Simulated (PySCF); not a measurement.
An equivalent PySCF input for O²⁺ (oxygen, charge +2), [He] 2s2 2p2, high-spin 3P determinant, with the spin-free X2C one-electron Hamiltonian (Gaussian nucleus):

```python
from pyscf import gto, scf, dft, mp, cc
import basis_set_exchange as bse
mol = gto.M(atom="O 0 0 0", charge=2, spin=2, symmetry="D2h",
            basis=gto.basis.parse(bse.get_basis("x2c-TZVPall", elements=["O"], fmt="nwchem", header=False)),
            nucmod="G")
mf = dft.UKS(mol, xc="TPSS").sfx2c1e()
mf.irrep_nelec = {'Ag': (2, 2), 'B1u': (1, 0), 'B2u': (1, 0)}
mf.kernel()
```

It reaches the same state as the run whose output follows, with an energy that differs only through the grid. The run itself started from symmetry-adapted Hartree-Fock orbitals and held the occupation by maximum overlap, on a logarithmic radial grid, so the iterations belong to that start.

```
SCF conv_tol = 1e-09
number electrons alpha = 4  beta = 2
XC functionals = TPSS
    J. Tao, J. P. Perdew, V. N. Staroverov, and G. E. Scuseria.,  Phys. Rev. Lett. 91, 146401 (2003)
    J. P. Perdew, J. Tao, V. N. Staroverov, and G. E. Scuseria.,  J. Chem. Phys. 120, 6898 (2004)
    J. Tao, J. P. Perdew, V. N. Staroverov, and G. E. Scuseria.,  Phys. Rev. Lett. 91, 146401 (2003)
    J. P. Perdew, J. Tao, V. N. Staroverov, and G. E. Scuseria.,  J. Chem. Phys. 120, 6898 (2004)
cycle= 1 E= -73.3482281536589  delta_E= -0.00285  |g|= 0.0101  |ddm|= 0.0425
cycle= 2 E= -73.3482541611617  delta_E= -2.6e-05  |g|= 0.00137  |ddm|= 0.0035
cycle= 3 E= -73.3482546290951  delta_E= -4.68e-07  |g|= 0.000332  |ddm|= 0.000762
cycle= 4 E= -73.3482546572912  delta_E= -2.82e-08  |g|= 2.69e-06  |ddm|= 0.000187
cycle= 5 E= -73.3482546572935  delta_E= -2.32e-12  |g|= 2.1e-07  |ddm|= 2.35e-06
converged SCF energy = -73.3482546572935  <S^2> = 2.0019154  2S+1 = 3.0012767
```
